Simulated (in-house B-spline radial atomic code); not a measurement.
A fraction x of an electron is removed from 2p in Ti V (Ti4+), starting from [Ne] 3s2 3p6 and keeping the highest spin. Method: scalar-relativistic (X2C) B3LYP, spin-polarised, spherical fractional occupations, Fermi nucleus of rms radius 3.5921 fm. Calculated with a B-spline radial code for spherical atoms.

Caution: exact exchange at fractional occupations of open shells leaves self-interaction of up to several eV.

```csv
x,E(x) - E(0) (eV),2p down level (eV)
0,0.0000,-508.402
0.07,35.7173,-512.095
0.23,118.3306,-520.581
0.28,144.4263,-523.245
0.43,223.5144,-531.272
0.5,?,?
0.59,309.2065,-539.889
0.73,?,?
0.78,412.7632,-550.194
0.9,479.1790,-556.741
1,535.1268,-562.218
```

Q: What belongs in the row x = 0.5?

A: An energy change of 260.8351 eV; 2p down at -535.035 eV.

Q: What belongs in the row x = 0.73?

A: An energy change of 385.3215 eV; 2p down at -547.475 eV.

Q: Check Janak's theorem between x = 0.07 and 0.23.

A: The slope of the energy is 516.33 eV; the orbital levels give 516.34 eV (-ε of the emptying orbital, averaged over the two points).
